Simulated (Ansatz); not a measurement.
`[SiH3]C1=CC1` + HBr → `[SiH3]Br` + `C1=CC1` at 400 K and 1 bar (ligand exchange at the Si–C bond).

Program: Ansatz. Geometries: PBE0-D4/def2-TZVP. ΔE: electronic, gas phase. CBS: MP2 limit from def2 TZ/QZ plus the TZ coupled-cluster correction, frozen cores. This one scheme is used for every species. For Br outer-core shells are correlated without core-valence functions, which leaves a few kJ/mol of doubt a bond. Scalar relativity is left out up to krypton.

```csv
species,CCSD(T)/CBS energy (Eh),H − E (kJ/mol),S (J/(mol·K))
`[SiH3]C1=CC1`,-406.74864,216.5,336.8
HBr,-2573.91920,27.6,207.2
`[SiH3]Br`,-2864.23411,85.1,279.6
`C1=CC1`,-116.45901,164.9,259.5
```

H − E and S are ideal-gas, rigid-rotor, harmonic terms from PBE0-D4/def2-TZVP. 1 Eh = 2625.50 kJ/mol, R = 8.31446 J/(mol·K).

Question: By hand: ΔE, ΔH, ΔS and ΔG.

Answer: ΔE = (-2864.23411) + (-116.45901) − (-406.74864) − (-2573.91920) = -0.02528 Eh = -66.4 kJ/mol. Δ(H − E) = 85.1 + 164.9 − 216.5 − 27.6 = 5.9, so ΔH = -60.5 kJ/mol. ΔS = 279.6 + 259.5 − 336.8 − 207.2 = -4.9 J/(mol·K). ΔG = -60.5 − 400 × (-4.9)/1000 = -58.5 kJ/mol.

Question: By hand: the equilibrium constant, and the temperature at which ΔG would vanish if ΔH and ΔS stayed fixed.

Answer: log₁₀ K = −ΔG/(RT ln 10) = 7.6. ΔG = 0 at ΔH/ΔS = 12347 K, far beyond where these terms or the molecules hold.

The number of gas molecules stays the same, so ΔS is small and ΔH decides. A doubt of 5 kJ/mol in ΔE shifts log₁₀ K by 0.7 here. These are equilibria of isolated gas molecules and say nothing of rates. Largest T1 diagnostic: 0.011 (customary marks: 0.02 for closed shells, 0.045 for open ones).
